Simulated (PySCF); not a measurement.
N⁺: ionisation energy

N⁺ [He] 2s2 2p2 (3P) → N²⁺ [He] 2s2 2p1 (2P), as a difference of total energies. All numbers are calculated (PySCF 2.14, the spin-free X2C one-electron Hamiltonian (Gaussian nucleus), in dyall-av3z). Correlated levels: valence: 1s2 frozen; virtual orbitals above 40 to 60 times the deepest correlated orbital energy dropped. The calculations carry no spin-orbit coupling.

```csv
method,ionisation energy (eV),difference from reference (eV)
UHF,29.203,-0.398
MP2 (valence),29.623,+0.022
SCS-MP2 (valence),29.483,-0.118
CCSD (valence),29.468,-0.133
CCSD(T) (valence),29.484,-0.117
```

Reference: 29.601 eV (semi-empirical (NIST evaluation); NIST Atomic Spectra Database, ionization energies).

Errors of the correlated levels include the incompleteness of this basis and the frozen core.
